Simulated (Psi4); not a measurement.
H₂Te, singlet, at the geometry of the source list (core potentials on Te); HF/def2-SVP in Psi4 1.11.

Input for Psi4:
```
memory 2 GB

molecule {
0 1
  Te   -0.00170000    0.78910000    0.00000000
  H    -1.13910000   -0.39800000    0.00000000
  H     1.14080000   -0.39100000    0.00000000
}

set basis def2-svp

energy('scf')
print_variables()
```

**Question.** Predict the main parts of the log of this Psi4 run.

**Answer.** 
```
   => Loading Basis Set <=

    Name: DEF2-SVP
    Role: ORBITAL
    Keyword: BASIS

    !!!  WARNING: ECP capability is in beta. Please check occupations closely.  !!!

         ---------------------------------------------------------
                                   SCF
               by Justin Turney, Rob Parrish, Andy Simmonett
                          and Daniel G. A. Smith
                              RHF Reference
         ---------------------------------------------------------

  ==> Geometry <==

    Molecular point group: cs
    Full point group: Cs

    Geometry (in Angstrom), charge = 0, multiplicity = 1:

       Center              X                  Y                   Z               Mass
    ------------   -----------------  -----------------  -----------------  -----------------
         TE          -0.000038961755     0.018084365886     0.000000000000   129.906222748000
         H           -1.137438961755    -1.169015634114     0.000000000000     1.007825032230
         H            1.142461038245    -1.162015634114     0.000000000000     1.007825032230

  Running in cs symmetry.

  Rotational constants: A =      6.43594  B =      6.06248  C =      3.12182 [cm^-1]
  Rotational constants: A = 192944.60608  B = 181748.59898  C =  93589.66579 [MHz]
  Nuclear repulsion =   15.689180772146630

  Charge       = 0
  Multiplicity = 1
  Electrons    = 26
  Nalpha       = 13
  Nbeta        = 13

  ==> Algorithm <==

  SCF Algorithm Type is DF.
  DIIS enabled.
  MOM disabled.
  Fractional occupation disabled.
  Guess Type is SAD.
  Energy threshold   = 1.00e-06
  Density threshold  = 1.00e-06
  Integral threshold = 1.00e-12

  ==> Primary Basis <==

  Basis Set: DEF2-SVP
    Blend: DEF2-SVP
    Number of shells: 16
    Number of basis functions: 36
    Number of Cartesian functions: 38
    Spherical Harmonics?: true
    Max angular momentum: 2

  Core potential: DEF2-SVP
    Number of shells: 4
    Number of ECP primitives: 18
    Number of ECP core electrons: 28
    Max angular momentum: 3

   => Loading Basis Set <=

    Name: (DEF2-SVP AUX)
    Role: JKFIT
    Keyword: DF_BASIS_SCF

  ==> Integral Setup <==

  SCF_SUBTYPE=INCORE selected. In-core MEM_DF algorithm will be used.
  Using in-core AOs.

  ==> MemDFJK: Density-Fitted J/K Matrices <==

    J tasked:                   Yes
    K tasked:                   Yes
    wK tasked:                   No
    Algorithm:                 Core
    Schwarz Cutoff:           1E-12
    Mask sparsity (%):       0.0000
    Fitting Condition:        1E-10

   => Auxiliary Basis Set <=

  Basis Set: (DEF2-SVP AUX)
    Blend: DEF2-UNIVERSAL-JKFIT
    Number of shells: 58
    Number of basis functions: 254
    Number of Cartesian functions: 349
    Spherical Harmonics?: true
    Max angular momentum: 5

  Minimum eigenvalue in the overlap matrix is 2.5148899382E-02.
  Reciprocal condition number of the overlap matrix is 6.7448988086E-03.
    Using symmetric orthogonalization.

  ==> Pre-Iterations <==

  SCF Guess: Superposition of Atomic Densities via on-the-fly atomic UHF (no occupation information).

   -------------------------
    Irrep   Nso     Nmo
   -------------------------
     A'        26      26
     A"        10      10
   -------------------------
    Total      36      36
   -------------------------

  ==> Iterations <==

                           Total Energy        Delta E     RMS |[F,P]|

   @DF-RHF iter SAD:  -265.34979001984254   -2.65350e+02   0.00000e+00
   @DF-RHF iter   1:  -268.10152579387886   -2.75174e+00   8.78613e-03 ADIIS/DIIS
   @DF-RHF iter   2:  -268.13707060220361   -3.55448e-02   3.06392e-03 ADIIS/DIIS
   @DF-RHF iter   3:  -268.13963798284038   -2.56738e-03   4.12073e-04 ADIIS/DIIS
   @DF-RHF iter   4:  -268.13982707906104   -1.89096e-04   8.89380e-05 DIIS
   @DF-RHF iter   5:  -268.13983684071928   -9.76166e-06   1.55321e-05 DIIS
   @DF-RHF iter   6:  -268.13983710423383   -2.63515e-07   3.75194e-06 DIIS
   @DF-RHF iter   7:  -268.13983712144227   -1.72084e-08   6.76982e-07 DIIS
  Energy and wave function converged.

  ==> Post-Iterations <==

    Orbital Energies [Eh]
    ---------------------

    Doubly Occupied:

       1Ap    -7.122010     2Ap    -5.094622     3Ap    -5.090420
       1App   -5.081381     4Ap    -1.955218     5Ap    -1.951423
       2App   -1.941862     3App   -1.937473     6Ap    -1.936806
       7Ap    -0.834095     8Ap    -0.509466     9Ap    -0.445654
       4App   -0.323241

    Virtual:

      10Ap     0.096133    11Ap     0.141925    12Ap     0.396007
      13Ap     0.421412    14Ap     0.448933    15Ap     0.490139
       5App    0.501591     6App    0.509880     7App    0.511225
      16Ap     0.602077    17Ap     0.647567    18Ap     0.810414
      19Ap     0.966266    20Ap     1.643055     8App    1.701096
       9App    1.779701    21Ap     1.842735    22Ap     2.131862
      23Ap     2.165822    10App   19.156193    24Ap    19.571794
      25Ap    19.581005    26Ap    53.151357

    Final Occupation by Irrep:
             Ap   App
    DOCC [     9,    4 ]
    NA   [     9,    4 ]
    NB   [     9,    4 ]

  @DF-RHF Final Energy:  -268.13983712144227

   => Energetics <=

    Nuclear Repulsion Energy =             15.6891807721466296
    One-Electron Energy =                -499.2107092449753054
    Two-Electron Energy =                 215.3816913513863653
    Total Energy =                       -268.1398371214422696

Computation Completed

Properties will be evaluated at   0.000000,   0.000000,   0.000000 [a0]

Properties computed using the SCF density matrix

 Multipole Moments:

 ------------------------------------------------------------------------------------
     Multipole            Electronic (a.u.)      Nuclear  (a.u.)        Total (a.u.)
 ------------------------------------------------------------------------------------

 L = 1.  Multiply by 2.5417464519 to convert [e a0] to [Debye]
 Dipole X            :         -0.0068225            0.0077233            0.0009008
 Dipole Y            :          3.4661197           -3.5848227           -0.1187030
 Dipole Z            :          0.0000000            0.0000000            0.0000000
 Magnitude           :                                                    0.1187065

 ------------------------------------------------------------------------------------

  Variable Map:
  ----------------------------------------------------------------------------
  "CURRENT ENERGY"           =>    -268.139837121442
  "CURRENT REFERENCE ENERGY" =>    -268.139837121442
  "DD SOLVATION ENERGY"      =>       0.000000000000
  "HF KINETIC ENERGY"        =>     103.823307067178
  "HF POTENTIAL ENERGY"      =>    -371.963144188620
  "HF TOTAL ENERGY"          =>    -268.139837121442
  "HF VIRIAL RATIO"          =>       3.582655520190
  "NUCLEAR REPULSION ENERGY" =>      15.689180772147
  "ONE-ELECTRON ENERGY"      =>    -499.210709244975
  "PCM POLARIZATION ENERGY"  =>       0.000000000000
  "PE ENERGY"                =>       0.000000000000
  "SCF ITERATION ENERGY"     =>    -268.139837121442
  "SCF ITERATIONS"           =>       7.000000000000
  "SCF TOTAL ENERGY"         =>    -268.139837121442
  "TWO-ELECTRON ENERGY"      =>     215.381691351386

  Array Variable Map:
  ----------------------------------------------------------------------------
  "CURRENT DIPOLE"           =>       0.000900837425 ... 0.000000000000 1 by 3
  "SCF DIPOLE"               =>       0.000900837425 ... 0.000000000000 1 by 3
  "SCF TOTAL ENERGIES"       =>    -265.349790019843 ... -268.139837121442 1 by 8
```
